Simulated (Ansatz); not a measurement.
`C=C(N)[SiH3]` and `C=C(N)O` differ in one atom or group.

Ansatz, PBE0-D4/def2-TZVP geometries, multiplicity 1. Each molecule was computed in one conformer, which needn't be the lowest.

```csv
property,`C=C(N)[SiH3]`
HOMO energy (PBE0/def2-TZVPP) / eV,-6.25
HOMO–LUMO gap (ωB97M-V/def2-TZVPP) / eV,10.53
LUMO energy (B3LYP/def2-TZVPP) / eV,-0.03
HOMO energy (PBE/def2-TZVPP) / eV,-5.12
HOMO–LUMO gap (B3LYP/def2-TZVPP) / eV,6.01
LUMO energy (PBE0/def2-TZVPP) / eV,0.19
```

Task: What does the change do to each property? (Best estimate.)

Result: The calculation gave: 
```json
{"property": "HOMO energy (PBE0/def2-TZVPP) / eV", "`C=C(N)O`": "-5.86", "shift": "0.39"}
{"property": "HOMO–LUMO gap (ωB97M-V/def2-TZVPP) / eV", "`C=C(N)O`": "10.42", "shift": "-0.11"}
{"property": "LUMO energy (B3LYP/def2-TZVPP) / eV", "`C=C(N)O`": "0.50", "shift": "0.53"}
{"property": "HOMO energy (PBE/def2-TZVPP) / eV", "`C=C(N)O`": "-4.66", "shift": "0.46"}
{"property": "HOMO–LUMO gap (B3LYP/def2-TZVPP) / eV", "`C=C(N)O`": "6.15", "shift": "0.14"}
{"property": "LUMO energy (PBE0/def2-TZVPP) / eV", "`C=C(N)O`": "0.88", "shift": "0.69"}
```

With PBE0 the HOMO rises by 0.39 eV and the LUMO rises by 0.69 eV, so the gap widens by about 0.30 eV. PBE moves the HOMO by 0.46 eV and ωB97M-V by 0.37 eV. The zero-point energy changes by -26.8 kJ/mol with -6 modes.

B3LYP here is the variant with VWN-RPA as its local correlation; programs differ in this.
